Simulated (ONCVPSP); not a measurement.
# Reading a pseudo-wave (ruthenium (Ru))

Columns: radius, all-electron u(r) and pseudo u(r) of the 4p shell (level -46.42 eV) of ruthenium in the configuration [Ar] 3d10 4s2 4p6 4d7 5s1; PBE, scalar-relativistic, ONCV scheme, ONCVPSP 4.0.1.

```json
{"r (bohr)": "0.093", "all-electron": "0.3347", "pseudo": "0.0255"}
{"r (bohr)": "0.185", "all-electron": "-0.2254", "pseudo": "0.0982"}
{"r (bohr)": "0.278", "all-electron": "-0.5615", "pseudo": "0.2115"}
{"r (bohr)": "0.370", "all-electron": "-0.4521", "pseudo": "0.3508"}
{"r (bohr)": "0.463", "all-electron": "-0.1066", "pseudo": "0.5046"}
{"r (bohr)": "0.555", "all-electron": "0.2785", "pseudo": "0.6546"}
{"r (bohr)": "0.648", "all-electron": "0.6108", "pseudo": "0.7904"}
{"r (bohr)": "0.740", "all-electron": "0.8483", "pseudo": "0.8985"}
{"r (bohr)": "0.833", "all-electron": "0.9956", "pseudo": "0.9743"}
{"r (bohr)": "0.925", "all-electron": "1.0626", "pseudo": "1.0138"}
{"r (bohr)": "1.018", "all-electron": "1.0695", "pseudo": "1.0189"}
{"r (bohr)": "1.110", "all-electron": "1.0343", "pseudo": "0.9938"}
{"r (bohr)": "1.203", "all-electron": "0.9715", "pseudo": "0.9443"}
{"r (bohr)": "1.295", "all-electron": "0.8943", "pseudo": "0.8784"}
{"r (bohr)": "1.388", "all-electron": "0.8095", "pseudo": "0.8016"}
{"r (bohr)": "1.480", "all-electron": "0.7247", "pseudo": "0.7214"}
{"r (bohr)": "1.573", "all-electron": "0.6419", "pseudo": "0.6408"}
{"r (bohr)": "1.665", "all-electron": "0.5650", "pseudo": "0.5648"}
{"r (bohr)": "1.758", "all-electron": "0.4936", "pseudo": "0.4936"}
{"r (bohr)": "1.850", "all-electron": "0.4298", "pseudo": "0.4298"}
{"r (bohr)": "1.943", "all-electron": "0.3722", "pseudo": "0.3722"}
{"r (bohr)": "2.035", "all-electron": "0.3218", "pseudo": "0.3218"}
{"r (bohr)": "2.128", "all-electron": "0.2770", "pseudo": "0.2770"}
{"r (bohr)": "2.220", "all-electron": "0.2383", "pseudo": "0.2383"}
{"r (bohr)": "2.313", "all-electron": "0.2042", "pseudo": "0.2042"}
{"r (bohr)": "2.405", "all-electron": "0.1751", "pseudo": "0.1750"}
```

Question: How many radial nodes do the two functions have?

Answer: The all-electron 4p function has n − l − 1 = 2; the pseudo-wave has 0, since the states of the same l below it are removed with the core.

Question: At about which radius was the pseudo-wave matched?

Answer: 1.85 bohr. The columns agree to 0.0005 from 1.67 bohr on; several derivatives are matched, so the curves merge somewhat inside the radius.

Question: Where does each function peak?

Answer: Outermost all-electron maximum near 1.02 bohr, pseudo maximum near 1.02 bohr (to the table’s step).

Question: Is the pseudo-wave norm-conserving?

Answer: Yes: the ONCV scheme keeps the norm inside the radius equal to the all-electron one, which fixes the energy derivative of the logarithmic derivative at the level.
